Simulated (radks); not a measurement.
Question: Species: Cl1.75+. Configuration: [Ne] 3s2 3p(up 3, down 0.25) (fractional occupations, a model configuration). Calculated with a radial shooting solver on a logarithmic mesh with Libxc functionals: scalar-relativistic Kohn-Sham, PBE, spin-polarised, spherical densities, finite nucleus; Fermi nuclear charge, rms radius 3.3654 fm. Some entries of the table are withheld. Estimate them.

orbital,occ.,eigenvalue (hartree),<r> (bohr),<r^2> (bohr^2)
1s up,1,-102.0074,0.09097,0.01114
1s down,1,-101.9879,0.09096,0.01113
2s up,1,-10.16292,0.4439,(1)
2s down,1,-10.14464,0.4438,(2)
2p up,3,-7.92493,0.4065,0.2059
2p down,3,-7.89916,0.4064,0.2056
3s up,1,-1.57800,1.449,2.410
3s down,1,-1.44677,1.460,2.459
3p up,3,-1.09396,1.612,3.032
3p down,0.25,-0.96929,1.648,3.193

Answer: 
(1) 2s up <r^2> (bohr^2): 0.2342
(2) 2s down <r^2> (bohr^2): 0.2339
